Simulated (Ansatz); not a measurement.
Worked example: Sc(CH3)2(NH2) + Ga(CH3)(NH2)2 → Sc(CH3)(NH2)2 + Ga(CH3)2(NH2)

Gas-phase species: Sc(CH3)2(NH2), singlet; Ga(CH3)(NH2)2, singlet; Sc(CH3)(NH2)2, singlet; Ga(CH3)2(NH2), singlet. The partners trade CH3 for NH2: Sc–CH3 and Ga–NH2 bonds give way to Sc–NH2 and Ga–CH3.

Shapes, held fixed at every level: PBE0-D4/def2-TZVP. Flexible molecules stand in one conformer, not always the lowest. Programs: Ansatz 0.2.0. Electronic energies: no zero-point or thermal term.

At CCSD(T)/def2-TZVPP; 1 Eh = 2625.50 kJ/mol:

```
      species   energy (Eh)
Sc(CH3)2(NH2)   -895.656723
Ga(CH3)(NH2)2  -2075.109282
Sc(CH3)(NH2)2   -911.743729
Ga(CH3)2(NH2)  -2059.052817
```

Problem. Work out ΔE of the reaction at this level.

Solution. 
1. Products less reactants: (-911.743729) + (-2059.052817) − [(-895.656723) + (-2075.109282)] = -0.030541 Eh = -80.2 kJ/mol.

Other levels give -82.5 (SPW92/def2-TZVPP) to -76.7 kJ/mol (CCSD/def2-SVP). No measured value is set beside it here. Relativity is left out for Ga. Outer-core shells of Ga, Sc are correlated, in sets that cover them unevenly.
